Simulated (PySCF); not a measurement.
Computed shifts of a molecule C₂H₆Se₂, PBE/pcSseg-1 (PySCF), GIAO, gas phase, equivalent atoms averaged, in ppm (number of nuclei): ¹³C: 43.0 (1), 19.5 (1). ¹H: 3.44 (1), 2.88 (1), 2.62 (1), 1.79 (3). References: ⁷⁷Se against Me2Se (σ = 1634.8 ppm); ¹³C against TMS (σ = 182.0 ppm); ¹H against TMS (σ = 31.49 ppm), references at their B3LYP-D3(BJ)/def2-TZVP geometries, non-relativistic. Geometry: B3LYP-D3(BJ)/def2-SVP. One conformer was computed; it need not be the lowest.

**Question.** Identify the compound among the candidates.
A) CC[Se][SeH]
B) CC([SeH])[SeH]
C) C[Se][Se]C
D) [SeH]CC[SeH]

**Answer.** A, CC[Se][SeH]
